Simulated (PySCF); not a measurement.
# Computed structure and properties of [Eu(N2)]3+

System: [Eu(N2)]3+ (singlet in the valence; each metal's 4f electrons, 6 of them, lie in its core potential, out of spins and levels); start: template (C∞v). Method: PySCF 2.14.0, RKS PBE, Eu lcecp-1-SVP with ECP52, N def2-SVP; non-relativistic Hamiltonian with scalar-relativistic core potentials where named; density fitting; no spin-orbit coupling.

Input of the relaxation:

```python
mol = gto.M(atom='''
Eu     0.00000    -0.00000    -0.46803
N      0.00000     0.00000     2.00057
N      0.00000     0.00000     3.11057''',
    basis={'Eu': 'lcecp-1-SVP', 'N': 'def2-SVP'},
    ecp={'Eu': 'lcecp-1-SVP'},
    charge=3, spin=0)
mf = dft.RKS(mol, xc='PBE')
mf.grids.atom_grid = (50, 194)  # f atoms: unpruned, at least (60, 302)
mf = mf.density_fit()  # fitting sets: Eu AutoAux, N def2-universal-JKFIT
mf.conv_tol = 1e-08; mf.max_cycle = 55
mf.kernel(dm0)  # dm0: converged density of the start geometry
# quasi-Newton relaxation in Cartesian coordinates to a largest gradient under 0.00045 Eh/bohr, steps kept in the point group
```

Run from Python with OMP_NUM_THREADS=2; the lines above give its settings. Where DIIS fails, smearing, a level shift and second-order steps follow.
It took 7.3 s on 2 threads of Arm Neoverse V1 (shared host), from the converged density of the start.

Course of the relaxation:

```json
{"step": "0", "energy above end (eV)": "0.0170", "largest force component within the symmetry (eV/Å)": "2.035"}
{"step": "1", "energy above end (eV)": "0.0171", "largest force component within the symmetry (eV/Å)": "1.940"}
{"step": "2", "energy above end (eV)": "0.0018", "largest force component within the symmetry (eV/Å)": "0.193"}
{"step": "3", "energy above end (eV)": "0.0007", "largest force component within the symmetry (eV/Å)": "0.126"}
{"step": "4", "energy above end (eV)": "0.0000", "largest force component within the symmetry (eV/Å)": "0.076"}
{"step": "5", "energy above end (eV)": "0.0000", "largest force component within the symmetry (eV/Å)": "0.013"}
```

Relaxed geometry (C∞v):

```xyz
3

Eu    0.0000    0.0000   -0.4441
N     0.0000    0.0000    1.9821
N     0.0000    0.0000    3.1051
```

```
    contact      Å
Eu1–N2 (N2)  2.426
```

On the finer grid (75, 302):

- HOMO: -26.10 eV
- LUMO: -22.28 eV
- Dipole about the centre of mass: 1.19 D
- Set of Mulliken populations of Eu1 outside the core potential: s 2.06, p 6.04, d 0.24, f 0.01
- D3(BJ) dispersion energy (not in the energies): -0.048 eV

```json
{"atom": "Eu1", "Mulliken (e)": "2.65", "Löwdin (e)": "2.49", "spin (e)": "0.00"}
{"atom": "N2", "Mulliken (e)": "-0.03", "Löwdin (e)": "0.04", "spin (e)": "0.00"}
{"atom": "N3", "Mulliken (e)": "0.38", "Löwdin (e)": "0.47", "spin (e)": "0.00"}
```

The 4f levels lie in the core potential and are missing. Their spin isn't counted.

On the grid (50, 194), as all that follows. Harmonic modes: a minimum; lowest 250 cm⁻¹ (negative: unstable), highest 2292 cm⁻¹, zero-point energy 0.191 eV.

Taking off one N2 (charge 0, singlet; the rest: singlet) in vacuum, both parts rigid, costs 2.70 eV; the small basis without counterpoise inflates it. Parting with an electron moved from the ligand to the metal can be far cheaper, even downhill.

Rigid scan of N2 along the line from its metal, all other atoms held (where the atom bridges, its other bond changes as well):

```
distance to N2 (Å)  energy (eV)
              2.13        0.502
              2.23        0.192
              2.33        0.041
              2.43        0.000
              2.53        0.031
              2.63        0.109
              2.83        0.333
```

One start shape was tried, so this needn't be the lowest isomer.

An lcecp potential fixes the number of 4f electrons, so in runs with it no electron can move into or out of that shell.
